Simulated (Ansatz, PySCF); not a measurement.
Gas-phase reaction R1 → 2 P1, each structure at its B3LYP-D3(BJ)/def2-SVP stationary point, reached from a drawn start (curvature not checked).
R1, Al2Cl6 (SMILES [Cl][Al-]1([Cl])[Cl+][Al-]([Cl])([Cl])[Cl+]1) (charge 0, multiplicity 1):
| atom | x (Å) | y (Å) | z (Å) |
|---|---|---|---|
| Al | 1.6105 | 0.0000 | 0.0000 |
| Al | -1.6105 | 0.0000 | 0.0000 |
| Cl | 0.0000 | 1.6312 | 0.0000 |
| Cl | 0.0000 | -1.6312 | 0.0000 |
| Cl | 2.6105 | 0.0000 | 1.8334 |
| Cl | 2.6105 | 0.0000 | -1.8334 |
| Cl | -2.6105 | 0.0000 | 1.8334 |
| Cl | -2.6105 | 0.0000 | -1.8334 |
P1: AlCl3 (SMILES [Cl][Al]([Cl])[Cl]), charge 0, multiplicity 1.

P less R. No zero-point or thermal terms.

Correlated levels freeze the cores.

Programs: Ansatz (an electronic-structure program) with Gaussian orbitals; PySCF for the D3/D4 terms. No computed number here is a measurement.

Total energies in hartree:

```json
[
 {"structure": "R1", "PBE/def2-TZVPP": "-3245.228385", "B3LYP-D3(BJ)/def2-TZVPP": "-3246.784794", "CCSD(T)/cc-pV(T+d)Z": "-3242.903160"},
 {"structure": "P1", "PBE/def2-TZVPP": "-1622.592475", "B3LYP-D3(BJ)/def2-TZVPP": "-1623.367648", "CCSD(T)/cc-pV(T+d)Z": "-1621.427154"}
]
```

Problem. Work out the reaction energy at each level in kcal/mol (1 hartree = 627.50947 kcal/mol), and say how far PBE/def2-TZVPP lies from CCSD(T)/cc-pV(T+d)Z.

Solution. 
- PBE/def2-TZVPP: 2 × (-1622.592475) − (-3245.228385) = 0.043435 hartree = 27.26 kcal/mol
- B3LYP-D3(BJ)/def2-TZVPP: 2 × (-1623.367648) − (-3246.784794) = 0.049498 hartree = 31.06 kcal/mol
- CCSD(T)/cc-pV(T+d)Z: 2 × (-1621.427154) − (-3242.903160) = 0.048852 hartree = 30.66 kcal/mol
PBE/def2-TZVPP less CCSD(T)/cc-pV(T+d)Z: -3.40 kcal/mol. CCSD(T)/cc-pV(T+d)Z is the level counted from, the highest shown, and no exact or measured value.
